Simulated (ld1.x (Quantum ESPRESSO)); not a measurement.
## Before and after: RRKJ potential for thallium (Tl)

* Element: thallium
* Generator: ld1.x (Quantum ESPRESSO) 7.5
* Type: norm-conserving RRKJ (Kleinman–Bylander form)
* Functional: PBE
* Relativity: scalar-relativistic
* Frozen core: [Xe] 4f14 5d10
* Valence charge: 3
* Reference configuration: 6s1.75 6p1.25
* Partial waves: 6p (bound): rc 2.95 bohr; 6s (bound): rc 1.65 bohr
* Local potential: the s channel
* Core correction: none

Change: wave 6s (bound): rc 1.65 bohr becomes 6s (bound): rc 1.76 bohr.

Cutoffs: the cutoffs (Ry, on a coarse ladder) from which the occupation-weighted sum of valence levels, in a spherical-Bessel basis at the reference potential, stays within 10 and 1 mRy of its value at 400 Ry; they do not see the model core or the augmentation charge, which bear on the density cutoff. Errors are all-electron minus pseudo energies relative to the spin-unpolarised reference configuration.

Q: What does the change do?

A: The potential gets softer (30 Ry and 80 Ry → 25 Ry and 55 Ry); of the 7 tests that both files solve, the error grows in 0 and shrinks in 1 by more than 15 % and 0.3 meV (median size 20.2 → 20.6 meV); neither file shows a bound ghost. A larger radius leaves more room for a smooth pseudo-wave, so fewer plane waves are needed.

```tsv
quantity	base	changed
cutoff, loose	30 Ry	25 Ry
cutoff, tight	80 Ry	55 Ry
loose cutoff by channel (10 mRy a level)	p 8 Ry, s 25 Ry	p 8 Ry, s 21 Ry
bound ghosts	none	none
error for 6s2 6p1, meV [ΔE -1.81 eV]	+2.0	+2.1
error for 6s2 6p0, meV [ΔE 3.36 eV]	+71	+72
error for 6s1 6p0, meV [ΔE 24.14 eV]	+142	+140
error for 6s1 6p1, meV [ΔE 11.64 eV]	-6.0	-5.0
error for 6s2 6p0.5, meV [ΔE 0.04 eV]	+20	+21
error for 6s2 6p1.3, meV [ΔE -2.30 eV]	-0.1	-0.1
error for 6s0 6p3, meV [ΔE 13.40 eV]	+148	+150
s: phases at 3.20 bohr within 0.05 rad from the reference energy up to (Ry; the scan ends near 5)	1.0	1.3
p: phases at 3.20 bohr within 0.05 rad from the reference energy up to (Ry; the scan ends near 5)	2.7	2.6
```
